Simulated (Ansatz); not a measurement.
Cost and result for the atomization energy of CH6ClGeNO, SMILES `[CH3][Ge]([NH2])([OH])[Cl]` (11 atoms, 10 bonds).

| atom | x (Å) | y (Å) | z (Å) |
| --- | --- | --- | --- |
| C1 | -0.594 | -1.274 | 0.780 |
| Ge2 | 0.320 | 0.181 | -0.095 |
| N3 | -0.805 | 1.182 | -1.101 |
| O4 | 1.071 | 1.336 | 1.012 |
| Cl5 | 1.987 | -0.669 | -1.223 |
| H6 | -1.061 | -1.923 | 0.038 |
| H7 | -1.360 | -0.869 | 1.442 |
| H8 | 0.119 | -1.858 | 1.361 |
| H9 | -0.391 | 2.022 | -1.479 |
| H10 | -1.301 | 0.689 | -1.830 |
| H11 | 2.015 | 1.184 | 1.096 |

Charge 0, multiplicity 1. Correlated methods include outer-core shells of Ge, which these sets cover unevenly. Scalar relativity is left out up to krypton. All single points use the PBE0-D4/def2-TZVP geometry. It is one conformer, not always the lowest. Program: Ansatz. Hardware: A = 2 threads of an AMD EPYC 7R13 on a shared host; B = 2 threads of an AMD EPYC 7R13 on a shared host and a share of an NVIDIA H100 80 GB. Times are those of one run each, without the atoms' runs, and a repeat can differ threefold. Electronic energies, without spin–orbit coupling; frozen cores. CCSD(T)/CBS adds CCSD(T) − MP2 in def2-TZVPP to the MP2 limit, and its time is that of the two runs behind it. T1 = 0.010. With those shells the extrapolation isn't a true limit. B3LYP takes the VWN-RPA correlation (the form of Gaussian; ORCA's B3LYP/G).

CCSD(T)/CBS is a level of theory with its own doubt, some kJ/mol a heavy atom from the limit and from the frozen cores, so smaller differences don't rank the functionals.

```tsv
level	functions	wall time	atomization (kJ/mol)	difference from CCSD(T)/CBS	per bond
PBE-D4/def2-TZVPP (with forces) [A]	267	4.5 s	3940.8	43.7	4.4
MP2/def2-QZVPP [B]	510	4.5 s	3922.6	25.5	2.6
CCSD(T)/def2-TZVPP [B]	267	6 s	3792.3	-104.8	-10.5
PBE0-D4/def2-TZVPP [A]	267	6.5 s	3865.7	-31.4	-3.1
r2SCAN-D4/def2-TZVPP (with forces) [A]	267	7.5 s	3881.4	-15.7	-1.6
B3LYP-D4/def2-TZVPP (with forces) [A]	267	10 s	3861.1	-36.0	-3.6
B2PLYP/def2-TZVPP [A]	267	11 s	3831.6	-65.5	-6.6
CCSD(T)/CBS(def2)	–	11 s	3897.1	0.0	0.0
ωB97X-V/def2-TZVPP [A]	267	13 s	3896.6	-0.5	0.0
ωB97M-V/def2-TZVPP (with forces) [A]	267	21 s	3884.7	-12.4	-1.2
```

The D4 term adds +39.9 kJ/mol with B3LYP and +21.1 kJ/mol with PBE0; it sums over pairs of atoms, weighted by their polarisabilities, and B3LYP, whose exchange is more repulsive, gets the larger term. In def2-TZVPP, CCSD(T) changes the Hartree–Fock value by +1070.8 kJ/mol (the triples alone add +63.2 kJ/mol) and MP2 by +1139.7 kJ/mol; breaking electron pairs costs correlation energy, which Hartree–Fock lacks. From PBE to PBE0 (25 % exact exchange), in def2-TZVPP and without D4, the atomization energy moves by −71.5 kJ/mol: exact exchange takes away binding that semilocal exchange gives to molecules.
